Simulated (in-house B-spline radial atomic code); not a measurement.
Configurations of K³⁺, with energies counted from [Ne] 3s2 3p4. Computed with a radial B-spline atomic code at the basis-set limit: non-relativistic LC-wPBE, spin-polarised, spherical fractional occupations, exact exchange averaged over the configuration, point nucleus. Shells without spins written out take the highest spin.

Occupations are held fixed; configurations that lie above the ionisation limit could autoionise.

```csv
configuration,E - E(ref) (eV),highest orbital,its <r> (bohr)
[Ne] 3s2 3p3 3d1,21.464,3d up,1.488
[Ne] 3s1 3p4 3d1,38.626,3d up,1.475
[Ne] 3s1 3p4 4s1,48.921,4s up,2.835
[Ne] 3s1 3p4 4p1,53.647,4p up,3.157
```

(1) Order these further configurations by energy, lowest first.
A. [Ne] 3s2 3p3 4s1
B. [Ne] 3s2 3p3 4d1
C. [Ne] 3s1 3p4 4f1
D. [Ne] 3s2 3p3 4f1

Answers

(1) A (31.434 eV), B (42.69 eV), D (46.717 eV), C (64.282 eV).
